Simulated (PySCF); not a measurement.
silene (CH₄Si), SMILES C=[SiH2]. Atoms are numbered in the order given.

```xyz
6

C      0.0000     0.0000    -1.1527
Si     0.0000     0.0000     0.5494
H      0.0000    -0.9164    -1.7315
H      0.0000     0.9164    -1.7315
H      0.0000     1.2457     1.3439
H      0.0000    -1.2457     1.3439
```
Charge 0, spin multiplicity 1.

Coordinates come from a r2SCAN-D4/def2-TZVP optimisation.

Calculation: B3LYP/pcJ-1 in PySCF.

Isotropic couplings with Fermi-contact, spin-dipole and both spin-orbit terms, one fixed conformer, no vibrational averaging. Isotopes: 13C, 1H, 29Si.

```json
[
 {"pair": "C1–Si2", "bonds apart": "1", "J (Hz)": "(withheld)"},
 {"pair": "C1–H3", "bonds apart": "1", "J (Hz)": "167.3"},
 {"pair": "C1–H4", "bonds apart": "1", "J (Hz)": "167.3"},
 {"pair": "Si2–H5", "bonds apart": "1", "J (Hz)": "-266.8"},
 {"pair": "Si2–H6", "bonds apart": "1", "J (Hz)": "-266.8"},
 {"pair": "C1–H5", "bonds apart": "2", "J (Hz)": "15.1"},
 {"pair": "C1–H6", "bonds apart": "2", "J (Hz)": "15.1"},
 {"pair": "Si2–H3", "bonds apart": "2", "J (Hz)": "(withheld)"},
 {"pair": "Si2–H4", "bonds apart": "2", "J (Hz)": "(withheld)"},
 {"pair": "H3–H4", "bonds apart": "2", "J (Hz)": "-11.2"},
 {"pair": "H5–H6", "bonds apart": "2", "J (Hz)": "42.9"},
 {"pair": "H3–H5", "bonds apart": "3", "J (Hz)": "(withheld)"},
 {"pair": "H3–H6", "bonds apart": "3", "J (Hz)": "(withheld)"},
 {"pair": "H4–H5", "bonds apart": "3", "J (Hz)": "(withheld)"},
 {"pair": "H4–H6", "bonds apart": "3", "J (Hz)": "(withheld)"}
]
```

Task: Complete the blanks. (An estimate is asked for; the answer gives what the named calculation found.)

Result: 
- C1–Si2, J (Hz): -133.9
- Si2–H3, J (Hz): 1.9
- Si2–H4, J (Hz): 1.9
- H3–H5, J (Hz): 16.9
- H3–H6, J (Hz): 2.0
- H4–H5, J (Hz): 2.0
- H4–H6, J (Hz): 16.9
